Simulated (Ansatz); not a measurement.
Consider the formal loss of a carbene: `[CH3][GaH][GeH2][F]` → `[CH2]` (triplet) + `[F][GeH2][GaH2]`.

Gas-phase electronic energies from Ansatz, PBE0-D4/def2-TZVP geometries. CBS: MP2 limit from def2 TZ/QZ plus the TZ coupled-cluster correction, frozen cores. This one scheme is used for every species. Triplets are unrestricted, without spin–orbit coupling. For Ga, Ge outer-core shells are correlated without core-valence functions, which leaves a few kJ/mol of doubt a bond. Scalar relativity is left out up to krypton. Each species was taken in one conformer, which may not be the lowest.

| species | SCS-MP2/def2-QZVPP energy (Eh) |
| --- | --- |
| `[CH3][GaH][GeH2][F]` | -4140.97338 |
| `[CH2]` (triplet) | -39.06703 |
| `[F][GeH2][GaH2]` | -4101.72136 |

Problem. Work out ΔE.

Solution. ΔE = (-39.06703) + (-4101.72136) − (-4140.97338) = 0.18499 Eh = +116.1 kcal/mol. CCSD(T)/CBS gives +114.1 kcal/mol.

Largest T1 diagnostic among the species: 0.013.

The D4 term adds +2.2 kcal/mol with B3LYP and +1.2 kcal/mol with PBE0; it sums over pairs of atoms, weighted by their polarisabilities, and B3LYP, whose exchange is more repulsive, gets the larger term. In def2-TZVPP, CCSD(T) changes the Hartree–Fock value by +34.7 kcal/mol (the triples alone add +2.9 kcal/mol) and MP2 by +38.7 kcal/mol. From PBE to PBE0 (25 % exact exchange), in def2-TZVPP and without D4, ΔE moves by −2.2 kcal/mol.

B3LYP here is the variant with VWN-RPA as its local correlation; programs differ in this.
